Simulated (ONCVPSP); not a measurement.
# Potentials for nickel (Ni) compared

Generated with ld1.x 7.5 (TM, RRKJ, ultrasoft, PAW), atompaw 4.2 or ONCVPSP 4.0.1. The cutoff is in Ry: for ld1.x and atompaw files where the sum of valence levels is converged to 10 mRy in a Bessel basis, for ONCV files where the hardest occupied wave has 1 mHa per electron of residual kinetic energy. The error is the largest all-electron minus pseudo excitation energy over each file’s own four to seven test configurations (ionisations up to +4, promotions, holes and added fractions of an electron), all of which were solved. The labels leave out finer settings (local radius, basis sizes, second energies), which also bear on the numbers. Spin-polarised tests are not counted. The rows are a selection from randomly drawn settings: files with unsolved tests, undetermined cutoffs or missed reference levels are left out.

| potential | cutoff (Ry) | largest error (meV) | bound ghosts |
| --- | --- | --- | --- |
| ONCV, PBE, scalar-relativistic, rc 2.05/2.30/1.20 (spd), local smoothed, core correction yes, reference 3d8 4s1.5 4p0.5, qcut 3.6/3.9/16, projectors 2/2/2 | 164 | -21 | none |
| ONCV, PBE, scalar-relativistic, rc 2.10/2.10/1.55 (spd), local smoothed, core correction no, reference 3d9 4s1, qcut 2.7/4.7/9.8, projectors 2/3/2 | 80 | -116 | none |
| ONCV, PBE, scalar-relativistic, rc 1.40/1.60/0.90/1.55 (spdf), local smoothed, core correction yes, reference 3s2 3p6 3d8 4s1.5 4p0.5, qcut 8.4/11/18/8.2, projectors 2/2/2/1 | 230 | -1.0 | none |
| ONCV, LDA (Perdew-Zunger), scalar-relativistic, rc 1.45/0.75/0.90 (spd), local smoothed, core correction yes, reference 3s2 3p6 3d8 4s2, qcut 10.7/11.7/21, projectors 3/2/3 | 271 | -12 | none |
| ONCV, LDA (Perdew-Wang 92), fully relativistic, rc 1.45/0.90/1.15 (spd), local smoothed, core correction yes, reference 3s2 3p6 3d8 4s2, qcut 7.2/16.5/11.1, projectors 2/1/2 | 191 | +29 | none |
| ONCV, PBEsol, scalar-relativistic, rc 1.05/0.85/0.95 (spd), local smoothed, core correction no, reference 3s2 3p6 3d8 4s0.5, qcut 14.7/8.1/15.2, projectors 2/2/1 | 190 | -16 | none |
| ONCV, PBEsol, scalar-relativistic, rc 1.00/0.75/1.05 (spd), local smoothed, core correction yes, reference 3s2 3p6 3d8 4s1.5, qcut 10/12.1/14.2, projectors 2/2/3 | 164 | -10.0 | none |
| ONCV, LDA (Perdew-Wang 92), scalar-relativistic, rc 1.15/1.00/1.00 (spd), local smoothed, core correction no, reference 3s2 3p6 3d9 4s1, qcut 13.6/14/15.5, projectors 2/2/1 | 181 | -4.5 | none |

Fill in the row for Ni: ONCV, LDA (Perdew-Wang 92), fully relativistic, rc 1.20/0.85/0.85 (spd), local smoothed, core correction no, reference 3s2 3p6 3d8 4s2, qcut 12.1/11.3/20.7, projectors 2/2/3.

cutoff 284 Ry, largest error -6.6 meV, bound ghosts: none.
